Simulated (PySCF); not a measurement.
## Basis set benchmark on one molecule

Molecule: `C=C[S@OH30](F)(F)(F)(F)F`, C$_{2}$H$_{3}$F$_{5}$S.

Bonds (- single, = double, # triple, : aromatic): C1=C2 1.324 Å, C2-S3 1.790 Å, S3-F4 1.603 Å, S3-F5 1.608 Å, S3-F6 1.608 Å, S3-F7 1.611 Å, S3-F8 1.610 Å. C1 carries H9, H10; C2 carries H11. H9 is cis to S3; H10 is trans to S3.

Geometry PBE0-D3(BJ)/def2-SVP throughout; GIAO in PySCF, gas phase, one conformer, non-relativistic; equivalent atoms averaged; functional PBE0.

Reference values (measured; solution, not stated per compound (mostly CDCl3 or CCl4); Pretsch, Buehlmann, Badertscher, Structure Determination of Organic Compounds, 4th ed. (2009)): δ(H11) = 6.63 ppm, δ(H10) = 5.64 ppm, δ(H9) = 5.96 ppm. Computed shifts are taken against TMS, calculated as an isolated molecule at each level.

How do the basis sets STO-3G, pcSseg-0, 6-31G, 6-31G*, cc-pVDZ, def2-SVP, pcSseg-1, aug-cc-pVDZ, 6-311+G(2d,p), def2-TZVP, cc-pVTZ, IGLO-III perform against the reference? Times are CPU seconds on shared hosts with different chips, so compare them loosely.

Results:


```
    basis set  functions   H11   H10    H9  mean abs. error H  core-s
       STO-3G         47  5.84  5.64  5.62               0.38     3.1
     pcSseg-0         82  7.39  6.86  7.03               1.02       7
        6-31G         82  7.24  6.66  6.79               0.82     6.3
       6-31G*        122  6.60  5.76  6.10               0.10     9.6
      cc-pVDZ        131  6.45  5.80  6.12               0.17      13
     def2-SVP        131  6.58  5.84  6.18               0.16      12
     pcSseg-1        158  6.78  6.12  6.35               0.34      16
  aug-cc-pVDZ        215  7.06  6.07  6.37               0.42      29
6-311+G(2d,p)        242  6.89  5.88  6.27               0.27      25
    def2-TZVP        272  6.86  5.90  6.25               0.26      42
      cc-pVTZ        286  6.86  5.93  6.26               0.27      46
     IGLO-III        319  6.98  5.95  6.32               0.34      52
```

For 1H the closest is 6-31G* (0.10 ppm) and the furthest pcSseg-0 (1.02 ppm). Where a smaller basis beats a larger one, errors probably cancel. One molecule is a small sample, and vibrational and solvent effects are absent from the calculation.

A small basis that lands close on one nucleus may do so by chance; judge by the trend and by all nuclei.
